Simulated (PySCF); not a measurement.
C2H7ClFNSi, SMILES Cl[Si@](F)(N)CC. Geometry optimised at PBE0-D3(BJ)/def2-SVP. The structure was generated by enumeration; whether it is a known compound was not checked. One conformer was computed; it need not be the lowest.

Computed equilibrium geometry at PBE0-D3(BJ)/def2-SVP (PySCF confirms it by a frequency run) as Cartesian coordinates in Å (one conformer of several):
```xyz
13

C     -2.0074    -0.7193     1.3129
C     -1.3232     0.5739     0.8793
Si     0.3326     0.3253     0.0815
N      1.4555    -0.4111     1.1304
F      0.8278     1.7727    -0.4743
Cl     0.2046    -0.8842    -1.5854
H     -1.3870    -1.2787     2.0296
H     -2.1827    -1.3808     0.4509
H     -2.9804    -0.5235     1.7884
H     -1.1719     1.2506     1.7402
H     -1.9499     1.1391     0.1688
H      1.6065    -0.0515     2.0658
H      2.2759    -0.8832     0.7687
```
Charge 0, spin multiplicity 1.
